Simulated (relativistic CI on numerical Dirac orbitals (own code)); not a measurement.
# Mn⁵⁺: 3s photoemission

Computed with this model: Dirac-Coulomb-Breit CI, orbitals from a KLI potential per configuration, model QED, valence Slater integrals scaled by 0.9, multiplet model of photoemission in the sudden approximation; configurations [Ar] 3d2 → [Ne] 3s 3p6 3d2; 80 K; Lorentzian 1.05 eV and Gaussian 0.6 eV FWHM. Energies are those of the free ion, without screening or charge transfer. The energies are binding energies and can lie tens of eV above those of solids. Without intra-shell correlation the exchange splitting of an s hole comes out too large, often by half or more. S is read from ⟨S²⟩ = S(S + 1).

Computed curve for free ion, scaled to 100 at the maximum (points under 2 are left out and the grid is thinned):

Energy (eV), Intensity and a bar:
```
    177.6        2.0 
    177.8        2.2 
    178.0        2.4 
    178.4        3.0 
    178.6        3.4 
    178.8        3.9 #
    179.0        4.4 #
    179.4        6.0 #
    179.6        7.1 ##
    179.8        8.5 ##
    180.0       10.5 ###
    180.2       13.2 ###
    180.6       22.7 ######
    180.8       31.2 #########
    181.0       43.8 #############
    181.2       61.1 ##################
    181.6       96.3 #############################
    181.8      100.0 ##############################
    182.0       89.7 ###########################
    182.2       71.1 #####################
    182.4       52.1 ###############
    182.8       26.7 ########
    183.0       19.8 #####
    183.2       15.2 ####
    183.4       12.1 ###
    183.8        8.2 ##
    184.0        7.0 ##
    184.2        6.1 #
    184.4        5.4 #
    184.6        4.8 #
    185.0        4.1 #
    185.2        3.9 #
    185.4        3.8 #
    185.6        3.7 #
    185.8        3.7 #
    186.2        4.0 #
    186.4        4.2 #
    186.6        4.4 #
    186.8        4.8 #
    187.2        6.1 #
    187.4        7.3 ##
    187.6        9.0 ##
    187.8       11.6 ###
    188.0       15.5 ####
    188.4       29.5 ########
    188.6       39.1 ###########
    188.8       47.0 ##############
    189.0       49.5 ###############
    189.4       36.1 ##########
    189.6       26.6 ########
    189.8       19.0 #####
    190.0       13.7 ####
    190.2       10.2 ###
    190.6        6.2 #
    190.8        5.0 #
    191.0        4.2 #
    191.2        3.5 
    191.6        2.6 
    191.8        2.3 
    192.0        2.0
```

The ground state has S = 1.00, and the centroid lies at 184.12 eV.
